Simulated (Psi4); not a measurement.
Pair of molecules, SMILES [GaH3] with SMILES P (the first has 4 atoms); geometry from B3LYP-D3(BJ)/def2-TZVP, rigid monomers moved along the line of their centres of mass till Ga1···P5 is 2.96 Å.
(charge 0, multiplicity 1):
```xyz
8

Ga    -0.461     0.489     0.710
H     -1.539     1.497     1.266
H     -0.951    -0.799    -0.056
H      1.004     1.012     0.455
P      0.107    -0.844     3.287
H      1.060    -1.881     3.330
H      0.597    -0.078     4.362
H     -0.936    -1.502     3.968
```

Level of theory: SAPT0/aug-cc-pVDZ (Psi4).

Give the four SAPT terms and the total, and say what mostly holds the pair together.

electrostatics -17.88, exchange 18.11, induction -9.44, dispersion -4.58, total -13.78 kcal/mol; the largest attraction is electrostatics.
